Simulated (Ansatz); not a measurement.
C₂H₃BrClFSi (SMILES C=C[Si](F)(Cl)Br), singlet, at a GFN2-xTB geometry, with bond 9-2 at 2.4 times its length; SC-NEVPT2/STO-3G, CASSCF(4,6) (Ansatz, a first-principles code).

Here is a job for Ansatz.
Ansatz 0.2 input:
```yaml
crystal:
  periodic: [false, false, false]
  atoms:
    - {symbol: C, position_ang: [-2.85442097, -1.02073885, 0.48190690]}
    - {symbol: C, position_ang: [-1.72236372, -1.09122200, -0.20342632]}
    - {symbol: Si, position_ang: [-0.10752167, -0.33929405, 0.37040107]}
    - {symbol: F, position_ang: [-0.35142917, 0.39996195, 1.77385791]}
    - {symbol: Cl, position_ang: [1.38186967, -1.65486262, 0.62237106]}
    - {symbol: Br, position_ang: [0.48678925, 1.30114836, -0.96568854]}
    - {symbol: H, position_ang: [-2.91378488, -0.51478895, 1.43157305]}
    - {symbol: H, position_ang: [-3.76879588, -1.46396555, 0.12164302]}
    - {symbol: H, position_ang: [-1.71177780, -2.32800668, -2.48874978]}
basis:
  gaussian:
    orbitals: STO-3G
magnetization: {spin_polarized: false}
correlation: {method: sc_nevpt2, electrons: all, active_space: {window: {electrons: 4, orbitals: 6}}}
```

### Question
Predict the main parts of the log of this Ansatz run.

### Answer

```
Functional definition: HF
621 factors; integrals over basis functions are off by at most 3.0e-5 eV
mean field evaluation 1: about -94121.8134 eV, gradient 3.6e1 eV
mean field evaluation 2: about -94121.8777 eV, gradient 3.6e1 eV
mean field evaluation 4: about -94129.0308 eV, gradient 7.9e0 eV
mean field evaluation 8: about -94129.2610 eV, gradient 1.2e-4 eV
mean field -94129.25738636 eV, -3459.1864058465 hartree, gradient 1.2e-6 eV, S^2 0.000000; 0 other end points of the search recorded, 0 dependent functions left out; unrestricted orbitals would lower it
reference -94129.25738636 eV, -3459.1864058465 hartree; 45, 45 occupied and 9, 9 virtual orbitals, 621 factors
state -94135.28963065 eV, -3459.4080867353 hartree
state -94135.28963065 eV, -3459.4080867353 hartree; corrected -94138.78127494 eV, -3459.5364022964 hartree
Total energy: -94138.78127494 eV, -3459.5364022964 hartree
```
